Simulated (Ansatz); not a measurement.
Consider the substitution at a C–O bond: `C[O][InH][Br]` + `C[Si](O)(O)F` → `CO[Si](C)(O)F` + `[OH][InH][Br]`.

Gas-phase electronic energies from Ansatz, PBE0-D4/def2-TZVP geometries. CCSD(T)/CBS is the MP2 limit (def2-TZVPP, def2-QZVPP) plus CCSD(T) − MP2 in def2-TZVPP, frozen cores. This one scheme is used for every species. Functionals use def2-TZVPP. B3LYP here is the variant with VWN-RPA as its local correlation; programs differ in this. Elements past krypton have def2 core potentials. For Br, In outer-core shells are correlated without core-valence functions, which leaves a few kJ/mol of doubt a bond. Scalar relativity is left out up to krypton. Each species was taken in one conformer, which may not be the lowest.

`C[O][InH][Br]`:

Cartesian coordinates in Å:
```
C 0.891 -0.977 0.046
O 0.613 0.190 -0.686
In -0.917 1.376 -0.357
Br -2.293 0.548 1.521
H 0.165 -1.176 0.844
H 0.899 -1.842 -0.626
H 1.883 -0.897 0.506
H -1.241 2.777 -1.247
```

`C[Si](O)(O)F`:

Cartesian coordinates in Å:
```
C -0.358 -0.065 1.345
Si 0.261 0.115 -0.377
O 1.198 -1.167 -0.721
O -0.905 0.212 -1.520
F 1.104 1.473 -0.470
H 0.476 -0.168 2.043
H -0.989 -0.952 1.433
H -0.946 0.806 1.643
H 1.412 -1.331 -1.641
H -1.253 1.078 -1.734
```

`CO[Si](C)(O)F`:

```xyz
13

C     0.830    0.831   -1.660
O    -0.355    0.681   -0.910
Si   -0.430    0.219    0.650
C    -0.012   -1.547    0.954
O    -1.939    0.505    1.180
F     0.623    1.122    1.451
H     1.306   -0.137   -1.849
H     0.571    1.278   -2.621
H     1.546    1.483   -1.152
H    -0.091   -1.782    2.017
H    -0.693   -2.202    0.407
H     1.009   -1.767    0.635
H    -2.366    1.315    0.898
```

`[OH][InH][Br]`:

Cartesian coordinates in Å:
```
O -0.189 -1.228 -0.798
In 0.048 0.407 0.280
Br 1.930 1.706 -0.611
H -0.915 -1.779 -0.495
H -0.873 0.894 1.624
```

```tsv
level	ΔE (kJ/mol)	difference from CCSD(T)/CBS
r2SCAN-D4	3.8	0.5
PBE0-D4	3.0	-0.3
B3LYP-D4	2.1	-1.2
ωB97X-V	1.3	-2.0
ωB97M-V	1.6	-1.7
B2PLYP	2.8	-0.5
PBE	4.9	1.6
r2SCAN	4.2	0.9
PBE0	3.4	0.1
HF/def2-TZVPP	-1.0	-4.3
CCSD(T)/def2-TZVPP	2.9	-0.4
HF/def2-QZVPP	-1.4	-4.7
MP2/def2-QZVPP	3.3	0.0
SCS-MP2/def2-QZVPP	1.9	-1.4
HF/CBS(def2)	-1.4	-4.7
MP2/CBS(def2)	3.5	0.2
CCSD(T)/CBS	3.3	0
```

Largest T1 diagnostic among the species: 0.014.

In def2-TZVPP, CCSD(T) changes the Hartree–Fock value by +3.9 kJ/mol (the triples alone add +0.8 kJ/mol) and MP2 by +4.2 kJ/mol.
